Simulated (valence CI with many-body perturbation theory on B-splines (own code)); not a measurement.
Values are calculated unless marked as measured or tabulated.
**Tc²⁹⁺: input, log and results**

The program does CI of the valence electrons with many-body perturbation theory for a frozen closed Dirac-Fock core.

Command, and the settings that its task file holds:

```sh
python run_cv.py task.json out
```

```
atom Tc  Z=43  mass_number=97  rms_radius_fm=4.4112
core [Ne]
valence 3s4
avg = 1
basis = S
breit = 1
cap = 10000
capref = 1200
cscale = 1
de = 0.0
dress = 0
eps = 2e-08
extrap = 1
h = 0.27
hh = 1
l2 = 3
lcore = 6
maxit = 60
n2 = 5
natural = 1
nlev = 21
nno = [3, 3, 3, 2, 1]
nroot = 26
nsp = [3, 3, 2, 1, 0]
pt2 = 1
qed = 1
rpa = 1
s1 = 1
s2 = 1
s3 = 1
screen = 1
tol = 2e-05
whole = 1
```

Task: What became of the run, and why?

Result: It gave no result: a shell was given more electrons than it holds. The program said: "a valence shell holds more than 4l+2 electrons".
